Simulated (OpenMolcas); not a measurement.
## Fe2+: ligand-field states by method

Fe2+ with 3 ligands (chloride) in trigonal planar coordination (D3h) at 2.34 Å. A charge of +0.333 e stands 2.6 Å behind each ligand. Ligand basis ANO-RCC-VDZP.

- Program: OpenMolcas 26.06
- Basis: ANO-RCC-VTZP [6s5p3d2f1g]
- Scalar Hamiltonian: DKH2, point nucleus
- Active space: 6 electrons in 5 orbitals (3d)
- State averaging: 2S+1 = 5 even, 5 roots; 2S+1 = 3 even, 45 roots; 2S+1 = 1 even, 50 roots
- Spin-orbit coupling: RASSI with atomic mean-field integrals over the reference wave functions

I. CASSCF
II. SS-CASPT2, IPEA 0.25 Eh, imaginary shift 0.1 Eh (closed shells correlated: 3s 3p and the ligand valence shells)

Spin-free states (labels of D3, the rotations of D3h) in cm-1, each column counted from its own energy of the first state listed:

| State | Degeneracy | I | II |
| --- | --- | --- | --- |
| 5A1 | 1 | 0 | 0 |
| 5E | 2 | 938 | 1270 |
| 5E | 2 | 5067 | 5880 |
| 3E | 2 | 22234 | 18650 |
| 3E | 2 | 22651 | 18940 |
| 3A2 | 1 | 22840 | 18800 |
| 3A1 | 1 | 22859 | 18790 |
| 3E | 2 | 23352 | 19590 |
| 3E | 2 | 23868 | 20750 |
| 3A2 | 1 | 23879 | 21180 |
| 3E | 2 | 25069 | 19560 |
| 3A2 | 1 | 25594 | 19550 |
| 3E | 2 | 25854 | 20570 |
| 3E | 2 | 26500 | 21750 |
| 3A2 | 1 | 27092 | 21790 |
| 3A1 | 1 | 27213 | 21900 |
| 3A2 | 1 | 27770 | 22740 |
| 3A1 | 1 | 28555 | 23680 |
| 3E | 2 | 29751 | 25970 |
| 3E | 2 | 30269 | 26120 |

From I to II, I's first state of the same spin (5E) moves from 938 to 1270 cm-1, by about +330 cm-1.

From I to II, I's first state of another spin (3E) moves from 22234 to 18650 cm-1, by about -3600 cm-1.

χT at 300 K: I 4.36, II 4.10 cm3 K/mol.

Roots that are degenerate in the reference are averaged as groups; the widest CASPT2 spread within a group is 150 cm-1 (the 2-fold group of multiplicity 5 near 5880 cm-1 above the lowest state of its run, II). Shifts and gaps below about the spread of the groups concerned are not significant. Over all roots computed the reference weight is 0.75 to 0.78 in II; a low but even weight reflects the number of correlated electrons. Ligand-to-metal charge-transfer states are missing. Without dynamic correlation the repulsion within the d shell is too large (B by tens of per cent), so at a given field states of lower spin stand too high (holds for I). With no ligand orbital active B as a rule stays too high, so bands that hang on it stand too high and its fall with covalency is understated (holds for I). With metal d orbitals alone and no dynamic correlation the field as a rule comes out too small, by tens of per cent, by up to half for chloride and softer ligands, and the orbital part of g and χT, which goes as 1/10Dq, too large (holds for I). A single d shell leaves out the double-shell effect, which counts most for late 3d ions, where the CASPT2 field can be off either way by tens of per cent (holds for II). For late 3d ions with one d shell CASPT2 can put B and the spin-flip bands somewhat low as well as high (holds for II). Free-ion shares, where given, are those of the reference states; single-state CASPT2 does not remix them (holds for II). No measured value stands beside these numbers; the geometry is a model, was not optimised and need not be the one that this ion takes.
